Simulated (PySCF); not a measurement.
**Exercise with solution: oscillator strength and radiative lifetime**

CH10FNSi3, SMILES C[Si@H](N[SiH3])[SiH2]F.

The structure is a stationary point at B3LYP-D3(BJ)/def2-SVP. The structure was generated by enumeration; whether it is a known compound was not checked. Other conformers were not sampled.

TDA-PBE0/def2-SVPD run with PySCF 2.14.0 puts the first singlet state with f over 0.02 at 6.02 eV (vertical), with the transition dipole (0.426, -0.207, 0.177) in atomic units.

### Question
Find the oscillator strength, the wavelength and the radiative lifetime that this transition would have in vacuum if emission retraced absorption.

### Answer

|μ|² = 0.2557 au, so |μ| = 1.29 D. ΔE = 6.02/27.211 = 0.2212 hartree. f = (2/3) ΔE |μ|² = 0.038 (the program prints 0.038).
λ = 1239.84/6.02 = 206 nm; ν = 48555 cm⁻¹.
Einstein's coefficient A = 0.6670 ν² f s⁻¹ (ν in cm⁻¹) = 5.9e7 s⁻¹, so τ = 1/A = 17 ns. This state is S2; the lower singlet has f = 0.016. The figure is the radiative limit of this one transition; relaxation, internal conversion, crossing to triplets and a medium change what is measured.
